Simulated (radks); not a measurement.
The numbers below are computed, except where a source is named.
Fe, 26 electrons, occupied as [Ar] 3d6 4s1 4d1 (not the ground configuration).

Code: a radial shooting solver on a logarithmic mesh with Libxc functionals. Model: scalar-relativistic Kohn-Sham, exchange-only LDA, spin-unpolarised, spherical densities, finite nucleus; Fermi nuclear charge, rms radius 3.7377 fm.

Energy parts (hartree):
| part | energy |
|---|---|
| total | -1267.73921 |
| kinetic | 1283.84406 |
| electron-nucleus | -3032.54451 |
| Hartree | 531.82190 |
| exchange | -50.86066 |

Orbitals (lengths in bohr, moments of r in powers of bohr; r(max) is where P^2 peaks):
\begin{tabular}{lrrrr}
orbital & occ. & eigenvalue (hartree) & <1/r> & r(max) \\ \hline
1s & 2 & -256.7495 & 25.93 & 0.03834 \\
2s & 2 & -30.19454 & 5.545 & 0.2229 \\
2p & 6 & -25.78726 & 5.448 & 0.1798 \\
3s & 2 & -3.58817 & 1.746 & 0.7013 \\
3p & 6 & -2.35475 & 1.605 & 0.7130 \\
3d & 6 & -0.43685 & 1.214 & 0.7084 \\
4s & 1 & -0.31969 & 0.4730 & 2.297 \\
4p & 0 & -0.14419 & 0.3533 & 2.920 \\
5s & 0 & -0.04625 & 0.1483 & 7.517 \\
4d & 1 & -0.01364 & 0.1148 & 9.076 \\
\end{tabular}

The highest occupied level is 4d at -0.371 eV. The configuration is held as typed, so some empty levels lie below it. The electron density at the nucleus is 1.512e+04 e/bohr^3 (large components only).
